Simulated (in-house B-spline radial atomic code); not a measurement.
Results of a calculation; reference values are marked as such.
## From levels and matrix elements to observables: Ce47+

One electron outside the [He] 2s2 2p6 core, from an all-electron radial atomic-structure program (B-spline basis): Brueckner orbitals with a screened correlation potential on Dirac-Hartree-Fock, Breit and QED terms for the lowest states, dipole elements in length form with static core polarisation. The core's own polarisability, by RPA, is 0.0001362 bohr³.

```
state  removal energy (cm⁻¹)  size of the reduced dipole element to 3s1/2 (a.u.)
3s1/2               31970293                                                   -
4s1/2               17405055                                                   -
3p1/2               31076501                                              0.1918
3p3/2               30110664                                              0.2781
4p1/2               17035371                                             0.07385
4p3/2               16641633                                              0.0881
```

Use R = 109737.3 cm⁻¹, 1 hartree = 219474.6 cm⁻¹, c = 137.036 and 1 a.u. of rate = 4.1341e16 s⁻¹.

Find the quantum defects of the two s states and predict 5s1/2.

With n* = 48 √(R/E): 3s1/2 has n* = 2.8122, δ = 0.1878; 4s1/2 has n* = 3.8114, δ = 0.1886. Ritz's form δ = δ0 + b/n*² gives b = -0.014, δ0 = 0.1896, so with n* ≈ 5 − 0.1886, δ = 0.1890 and E = R × 48²/(5 − 0.1890)² = 10923614 cm⁻¹. The program finds 10934497 cm⁻¹. In so highly charged an ion δ holds relativistic, Breit and QED shifts that Ritz's form doesn't follow, and the higher level lacks the last two.

What are the wavelength, oscillator strength and rate of 3s1/2–3p3/2?

ΔE = 1859629 cm⁻¹ = 8.47309 hartree, λ = 5.3774 nm in vacuum. f = (2/3) ΔE D²/(2j + 1 of the lower state) = (2/3) × 8.47309 × 0.2781²/2 = 0.2184. A = (4/3) ΔE³ D²/(c³ (2j' + 1)) = 6.0940e-06 a.u. = 2.519e+11 s⁻¹, a partial lifetime of 0.003969 ns.
